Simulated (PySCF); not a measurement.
Phosphorus: a sound run and one with changed settings

Sound run: P⁺ [Ne] 3s2 3p2, P²⁺ [Ne] 3s2 3p1. Computed with PySCF 2.14 in x2c-TZVPall, with the spin-free X2C one-electron Hamiltonian (Gaussian nucleus). In the sound run the correlated levels freeze [Ne]. The sound run starts from symmetry-adapted Hartree-Fock orbitals and uses a fine grid where one is needed.

Changed run: the non-relativistic Hamiltonian (point nucleus). This setting is unsound on purpose.

```tsv
species	method	sound run (hartree)	changed run (hartree)	converged
P⁺	UHF	-341.16228	-340.21891	yes
P⁺	r2SCAN	-341.66889	-340.72334	yes
P⁺	M06-2X	-341.69275	-340.74684	yes
P⁺	MP2	-341.22274	-340.27938	yes
P⁺	CCSD(T)	-341.24555	-340.30229	yes
P²⁺	UHF	-340.45849	-339.51500	yes
P²⁺	r2SCAN	-340.93660	-339.99084	yes
P²⁺	M06-2X	-340.97285	-340.02673	yes
P²⁺	MP2	-340.50307	-339.55959	yes
P²⁺	CCSD(T)	-340.52313	-339.57977	yes
```

Ionisation energy of P⁺:

| method | sound run (eV) | changed run (eV) |
| --- | --- | --- |
| UHF | 19.151 | 19.154 |
| r2SCAN | 19.927 | 19.932 |
| M06-2X | 19.589 | 19.595 |
| MP2 | 19.583 | 19.586 |
| SCS-MP2 | 19.495 | 19.498 |
| CCSD | 19.624 | 19.627 |
| CCSD(T) | 19.658 | 19.661 |

Most of the change in total energy is the relativistic energy itself. On top of that the contraction fixes the core shape for the Hamiltonian it was made with, so the changed run is not a good calculation with the other Hamiltonian either.

For comparison, NIST gives 19.769 eV between the lowest levels.
